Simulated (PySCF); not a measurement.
Radial density of Sb⁺ (antimony, charge +1)

UHF, [Kr] 4d10 5s1 5p3, high-spin 5S determinant (an excited configuration). All numbers are calculated (PySCF 2.14, scalar relativity through the core potential, in aug-cc-pVTZ-PP with ECP28MDF). This is the valence pseudo-density: the core potential removes the inner electrons and smooths the orbitals near the nucleus.

```
r (bohr)  4πr²ρ (e/bohr)  4πr²(ρα − ρβ)
 0.00430       2.365e-05         0.0000
 0.00723       6.202e-05         0.0000
  0.0122       0.0001454         0.0000
  0.0204       0.0002842         0.0000
  0.0344       0.0004859         0.0000
  0.0578       0.0008204         0.0001
  0.0973        0.003320         0.0001
   0.164         0.03470         0.0002
   0.275          0.5506         0.0057
   0.463           8.223         0.1626
   0.779           24.72         0.1390
    1.31           8.738         0.5556
    2.20           2.494         2.0915
    3.71          0.5713         0.5693
    6.23         0.01096         0.0110
    10.5       1.284e-05         0.0000
```

Energies and moments cover only the electrons outside the core potential.
